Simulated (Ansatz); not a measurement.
Consider the silylene loss: `F[Si](F)(F)[Si](F)(F)F` → `F[Si](F)(F)F` + `F[Si]F`.

Calculated with Ansatz (gas phase, PBE0-D4/def2-TZVP geometries, no zero-point term in ΔE). CBS: MP2 limit from def2 TZ/QZ plus the TZ coupled-cluster correction, frozen cores. This one scheme is used for every species. DFT in def2-TZVPP. HSE06 is defined as in plane-wave codes. Each species was taken in one conformer, which may not be the lowest.

`F[Si](F)(F)[Si](F)(F)F`:

Cartesian coordinates in Å:
```
F 2.138 0.459 0.588
Si 0.625 0.873 0.452
F 0.543 2.148 -0.467
F 0.088 1.258 1.881
Si -0.625 -0.873 -0.452
F -0.533 -2.152 0.461
F -2.140 -0.463 -0.577
F -0.095 -1.250 -1.886
```

`F[Si](F)(F)F`:

Cartesian coordinates in Å:
```
F -1.271 -0.640 -0.642
Si 0.000 0.000 0.000
F 0.291 1.375 -0.682
F 1.222 -0.951 -0.203
F -0.241 0.217 1.528
```

`F[Si]F`:

Cartesian coordinates in Å:
```
F -0.432 -1.044 -0.598
Si 0.340 0.353 -0.474
F 0.092 0.691 1.072
```

```json
{"level": "HSE06-D4", "ΔE (kcal/mol)": "32.9"}
{"level": "HF/def2-TZVPP", "ΔE (kcal/mol)": "26.5"}
```

Task: What does CCSD(T)/CBS give? (An estimate is asked.)

Result: The calculation gave: +28.6 kcal/mol. The listed levels differ from it by 4.3, -2.1 kcal/mol.

Task: What do rigid-rotor, harmonic-oscillator terms from PBE0-D4/def2-TZVP frequencies (298.15 K, 1 bar) make of the CCSD(T)/CBS value? (Best estimate.)

Result: Ansatz gave: ΔZPE = -1.6 kcal/mol, ΔH = +27.0 kcal/mol, ΔS = 144 J/(mol·K), ΔG = +16.7 kcal/mol. Modes under 50 cm⁻¹ make the entropy rough.

Largest T1 diagnostic among the species: 0.015.

From BLYP to BHLYP (50 % exact exchange), in def2-TZVPP and without D4, ΔE moves by +6.0 kcal/mol. At CCSD(T), def2-SVP lies −5.5 kcal/mol from the extrapolated value and def2-TZVPP −1.3 kcal/mol. The D4 term adds +4.0 kcal/mol with B3LYP and +2.2 kcal/mol with PBE0; it sums over pairs of atoms, weighted by their polarisabilities, and B3LYP, whose exchange is more repulsive, gets the larger term.

B3LYP here is the variant with VWN-RPA as its local correlation; programs differ in this.
